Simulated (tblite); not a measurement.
A geometry optimisation, step by step.

C₅H₄F₄O₂SSi.
Numbering: `[O:1]=[S:2](=[O:3])([C:4]1=[CH:5][CH:6]=[C:7]([F:8])[SiH2:9]1)[C:10]([F:11])([F:12])[F:13]` (hydrogens: H14 on C5; H15 on C6; H16, H17 on Si9)

Computed with GFN2-xTB (tblite), gas phase: L-BFGS steps from a force-field or distance-geometry start until the largest atomic force falls under 0.01 eV/Å. 10 of its 67 geometries are shown.

Step 0: E = -1215.0653 eV, largest atomic force 7.402 eV/Å
```
atom  x, y, z in Å  |  force x, y, z in eV/Å
O1      1.294   -2.224    0.703    0.303   3.988  -0.934
S2      1.447   -0.704    0.708   -0.124  -4.890   5.555
O3      2.034   -0.279    2.018   -1.331   0.052  -3.048
C4     -0.132   -0.072    0.361    0.749  -1.104  -0.845
C5     -0.638    1.059    0.775    1.621   2.282   1.772
C6     -1.952    1.373    0.364   -1.563   3.913   1.506
C7     -2.584    0.514   -0.381   -1.873  -1.393  -1.592
F8     -3.855    0.616   -0.874    1.088   0.256   0.582
Si9    -1.435   -0.914   -0.648    0.075  -2.424  -0.715
C10     2.601   -0.179   -0.541    1.917   0.692  -1.534
F11     2.585    1.213   -0.496    0.328  -2.096  -0.489
F12     2.215   -0.611   -1.793    0.807   0.881   1.588
F13     3.862   -0.665   -0.234   -2.094   1.100  -0.898
H14    -0.012    1.740    1.403   -0.864  -0.378  -0.475
H15    -2.463    2.337    0.663    0.823  -0.962  -0.135
H16    -1.931   -2.129   -0.007    0.023   0.067  -0.009
H17    -1.043   -1.062   -2.031    0.115   0.016  -0.328
```

Step 7: E = -1216.2975 eV, largest atomic force 0.356 eV/Å
```
atom  x, y, z in Å  |  force x, y, z in eV/Å
O1      1.297   -2.195    0.652   -0.037  -0.210   0.001
S2      1.400   -0.781    0.812    0.055   0.313  -0.160
O3      1.972   -0.232    1.999   -0.191   0.000   0.113
C4     -0.141   -0.077    0.354   -0.012   0.027   0.029
C5     -0.616    1.100    0.791   -0.006  -0.099  -0.022
C6     -1.967    1.438    0.380    0.062  -0.179  -0.084
C7     -2.559    0.494   -0.377    0.177   0.120   0.113
F8     -3.802    0.642   -0.840   -0.045   0.000  -0.017
Si9    -1.410   -1.013   -0.680   -0.027  -0.029   0.018
C10     2.598   -0.186   -0.536    0.070   0.140  -0.084
F11     2.612    1.153   -0.535   -0.037  -0.090  -0.008
F12     2.244   -0.577   -1.764   -0.066  -0.025   0.077
F13     3.825   -0.619   -0.289   -0.095  -0.003  -0.031
H14    -0.050    1.767    1.419    0.039   0.062   0.083
H15    -2.439    2.358    0.685    0.050   0.023  -0.005
H16    -1.947   -2.184    0.010    0.071   0.029  -0.110
H17    -1.025   -1.078   -2.090   -0.009  -0.077   0.087
```

Step 15: E = -1216.3193 eV, largest atomic force 0.094 eV/Å
```
atom  x, y, z in Å  |  force x, y, z in eV/Å
O1      1.301   -2.188    0.638    0.020  -0.016   0.030
S2      1.389   -0.771    0.809    0.064   0.047  -0.051
O3      1.889   -0.221    2.027    0.041  -0.035   0.049
C4     -0.135   -0.072    0.345   -0.038   0.002  -0.001
C5     -0.601    1.099    0.802   -0.024  -0.019  -0.045
C6     -1.947    1.436    0.384   -0.015   0.012  -0.031
C7     -2.542    0.500   -0.373    0.023   0.018   0.049
F8     -3.787    0.648   -0.835   -0.007   0.023  -0.013
Si9    -1.406   -1.013   -0.675   -0.018  -0.058  -0.042
C10     2.591   -0.172   -0.537    0.009   0.031  -0.006
F11     2.609    1.163   -0.557   -0.010  -0.029   0.007
F12     2.205   -0.583   -1.749   -0.065  -0.008   0.064
F13     3.818   -0.615   -0.312   -0.027   0.022  -0.009
H14    -0.042    1.765    1.441    0.032  -0.037   0.012
H15    -2.406    2.364    0.682   -0.024   0.057   0.014
H16    -1.926   -2.207   -0.023    0.021   0.007   0.001
H17    -1.020   -1.120   -2.076    0.019  -0.017  -0.027
```

Step 22: E = -1216.3246 eV, largest atomic force 0.064 eV/Å
```
atom  x, y, z in Å  |  force x, y, z in eV/Å
O1      1.315   -2.183    0.641    0.019  -0.061  -0.003
S2      1.392   -0.766    0.816   -0.018  -0.029   0.031
O3      1.881   -0.228    2.044    0.018   0.036   0.036
C4     -0.136   -0.078    0.339   -0.011   0.028   0.022
C5     -0.596    1.093    0.798   -0.025   0.010  -0.003
C6     -1.941    1.445    0.381    0.002  -0.040  -0.021
C7     -2.539    0.505   -0.371    0.023   0.016  -0.008
F8     -3.783    0.659   -0.837   -0.006   0.014  -0.007
Si9    -1.409   -1.015   -0.686    0.025  -0.004   0.008
C10     2.581   -0.163   -0.528    0.025   0.019  -0.041
F11     2.604    1.171   -0.565   -0.026   0.010   0.014
F12     2.160   -0.589   -1.722   -0.050   0.001  -0.020
F13     3.812   -0.605   -0.331    0.012  -0.002   0.007
H14    -0.029    1.744    1.446    0.003  -0.004  -0.002
H15    -2.398    2.376    0.678    0.029  -0.027  -0.010
H16    -1.912   -2.215   -0.031   -0.010   0.012   0.008
H17    -1.011   -1.140   -2.083   -0.009   0.018  -0.011
```

Step 29: E = -1216.3284 eV, largest atomic force 0.071 eV/Å
```
atom  x, y, z in Å  |  force x, y, z in eV/Å
O1      1.344   -2.193    0.659    0.017   0.008   0.018
S2      1.400   -0.775    0.837   -0.047  -0.001   0.023
O3      1.882   -0.226    2.063    0.019   0.001   0.001
C4     -0.133   -0.095    0.356   -0.004  -0.005  -0.027
C5     -0.590    1.083    0.800    0.010  -0.017   0.002
C6     -1.927    1.439    0.368    0.029   0.015   0.024
C7     -2.528    0.506   -0.390    0.017   0.034   0.041
F8     -3.774    0.677   -0.846    0.042  -0.038  -0.042
Si9    -1.398   -1.018   -0.694   -0.032   0.022   0.012
C10     2.563   -0.155   -0.524   -0.013   0.007   0.000
F11     2.578    1.179   -0.563   -0.028   0.016   0.018
F12     2.098   -0.583   -1.703    0.024   0.000  -0.018
F13     3.802   -0.589   -0.363   -0.015  -0.015  -0.040
H14    -0.024    1.733    1.450   -0.014  -0.012  -0.011
H15    -2.377    2.372    0.665   -0.008  -0.003  -0.013
H16    -1.911   -2.207   -0.029   -0.017  -0.018  -0.006
H17    -1.013   -1.136   -2.095    0.017   0.006   0.016
```

Step 37: E = -1216.3336 eV, largest atomic force 0.075 eV/Å
```
atom  x, y, z in Å  |  force x, y, z in eV/Å
O1      1.383   -2.209    0.704   -0.005   0.070   0.025
S2      1.408   -0.788    0.864   -0.068   0.027  -0.017
O3      1.890   -0.213    2.080    0.014  -0.032  -0.061
C4     -0.132   -0.122    0.376    0.007  -0.022   0.029
C5     -0.579    1.065    0.809    0.019  -0.016   0.016
C6     -1.907    1.440    0.362    0.039   0.006   0.008
C7     -2.503    0.511   -0.402   -0.030   0.031   0.006
F8     -3.734    0.684   -0.895   -0.026   0.025  -0.014
Si9    -1.396   -1.025   -0.693    0.059   0.017   0.038
C10     2.527   -0.147   -0.528   -0.015  -0.031   0.027
F11     2.520    1.188   -0.541    0.008  -0.024  -0.012
F12     2.024   -0.564   -1.695   -0.003   0.031  -0.002
F13     3.777   -0.571   -0.429    0.001   0.027  -0.003
H14    -0.009    1.712    1.460   -0.015  -0.017  -0.008
H15    -2.349    2.382    0.647    0.009  -0.028  -0.015
H16    -1.929   -2.209   -0.037   -0.022  -0.039  -0.007
H17    -0.999   -1.123   -2.091    0.027  -0.024  -0.010
```

Step 44: E = -1216.3371 eV, largest atomic force 0.051 eV/Å
```
atom  x, y, z in Å  |  force x, y, z in eV/Å
O1      1.395   -2.213    0.741    0.002  -0.016  -0.008
S2      1.409   -0.791    0.881    0.047  -0.019   0.002
O3      1.914   -0.198    2.077   -0.011   0.002  -0.009
C4     -0.139   -0.146    0.406    0.029  -0.023   0.013
C5     -0.574    1.050    0.823    0.016  -0.003   0.005
C6     -1.887    1.438    0.355   -0.029   0.013   0.019
C7     -2.487    0.515   -0.414   -0.005  -0.006  -0.036
F8     -3.704    0.710   -0.933   -0.011   0.005   0.006
Si9    -1.391   -1.035   -0.684   -0.002  -0.007  -0.009
C10     2.496   -0.142   -0.533   -0.013   0.014  -0.001
F11     2.477    1.193   -0.524   -0.006   0.023  -0.005
F12     1.966   -0.540   -1.696    0.006  -0.008  -0.007
F13     3.752   -0.549   -0.476   -0.013  -0.021   0.006
H14     0.002    1.692    1.472   -0.003   0.022   0.017
H15    -2.320    2.385    0.628   -0.021   0.044   0.003
H16    -1.951   -2.224   -0.058   -0.008  -0.004   0.003
H17    -0.966   -1.133   -2.075    0.021  -0.015   0.001
```

Step 51: E = -1216.3381 eV, largest atomic force 0.033 eV/Å
```
atom  x, y, z in Å  |  force x, y, z in eV/Å
O1      1.405   -2.217    0.745   -0.003   0.009  -0.020
S2      1.412   -0.795    0.883    0.014   0.003   0.004
O3      1.922   -0.198    2.075   -0.003   0.002   0.001
C4     -0.141   -0.152    0.417   -0.005  -0.005   0.008
C5     -0.574    1.047    0.829   -0.001   0.005   0.005
C6     -1.886    1.439    0.356   -0.008   0.004  -0.016
C7     -2.483    0.521   -0.421    0.000  -0.032  -0.007
F8     -3.700    0.719   -0.938    0.016  -0.006  -0.004
Si9    -1.389   -1.036   -0.682   -0.014  -0.001  -0.011
C10     2.486   -0.138   -0.537   -0.007  -0.006  -0.001
F11     2.467    1.197   -0.526    0.005  -0.004  -0.001
F12     1.956   -0.534   -1.700   -0.005  -0.005  -0.003
F13     3.741   -0.550   -0.481    0.001   0.004   0.002
H14    -0.002    1.692    1.478    0.009   0.004   0.011
H15    -2.318    2.390    0.624    0.000   0.004   0.014
H16    -1.959   -2.227   -0.065   -0.003   0.023   0.002
H17    -0.945   -1.146   -2.067    0.005   0.000   0.015
```

Step 59: E = -1216.3386 eV, largest atomic force 0.024 eV/Å
```
atom  x, y, z in Å  |  force x, y, z in eV/Å
O1      1.411   -2.216    0.737   -0.006  -0.001   0.008
S2      1.413   -0.795    0.885    0.004  -0.003  -0.004
O3      1.927   -0.200    2.076   -0.001  -0.012  -0.005
C4     -0.143   -0.156    0.429    0.002   0.007  -0.012
C5     -0.574    1.046    0.834   -0.009   0.001   0.009
C6     -1.884    1.440    0.355   -0.013  -0.003   0.004
C7     -2.478    0.522   -0.426    0.011  -0.013  -0.017
F8     -3.692    0.719   -0.951    0.015   0.004   0.004
Si9    -1.386   -1.036   -0.681   -0.006  -0.007  -0.002
C10     2.478   -0.136   -0.540    0.003   0.000   0.003
F11     2.462    1.199   -0.530    0.000   0.002  -0.010
F12     1.945   -0.533   -1.701   -0.002   0.005   0.006
F13     3.733   -0.549   -0.486    0.005   0.004  -0.003
H14    -0.003    1.691    1.485    0.002   0.004   0.001
H15    -2.317    2.389    0.625   -0.002   0.005   0.002
H16    -1.972   -2.218   -0.062   -0.001   0.004   0.003
H17    -0.926   -1.155   -2.059   -0.002   0.002   0.012
```

Step 66: E = -1216.3388 eV, largest atomic force 0.010 eV/Å
```
atom  x, y, z in Å  |  force x, y, z in eV/Å
O1      1.409   -2.216    0.733    0.001  -0.003  -0.002
S2      1.413   -0.795    0.884   -0.004   0.001  -0.002
O3      1.931   -0.205    2.076    0.003  -0.001   0.002
C4     -0.143   -0.155    0.431   -0.005   0.007   0.005
C5     -0.576    1.046    0.839   -0.005   0.006  -0.004
C6     -1.885    1.438    0.357    0.000  -0.003   0.001
C7     -2.474    0.523   -0.430    0.001   0.007   0.004
F8     -3.686    0.721   -0.959   -0.001   0.004  -0.004
Si9    -1.384   -1.038   -0.678    0.005   0.002   0.003
C10     2.476   -0.134   -0.541    0.004   0.002   0.000
F11     2.461    1.201   -0.535   -0.007   0.000   0.003
F12     1.940   -0.533   -1.701    0.005  -0.002   0.003
F13     3.732   -0.547   -0.489    0.002  -0.003  -0.008
H14    -0.005    1.692    1.488   -0.004  -0.004   0.000
H15    -2.320    2.387    0.627    0.002  -0.006  -0.001
H16    -1.980   -2.213   -0.057    0.005   0.000   0.002
H17    -0.917   -1.158   -2.054   -0.003  -0.006  -0.002
```

**Question.** Summarise the path.

**Answer.** The energy falls by 122.88 kJ/mol from step 0 to step 66; nine tenths of that is first reached at step 3. It falls at every step. The largest force goes from 7.402 to 0.010 eV/Å. Among the bonds S2–C10 changes most, from 1.780 to 1.897 Å; the atoms move by 0.167 Å rms after alignment.

The cost below is that of the whole relaxation. Hardware: an Arm Neoverse V1 with one thread, no GPU, shared host with 32 logical CPUs at a one-minute load of 16. Cost: 0.76 s.
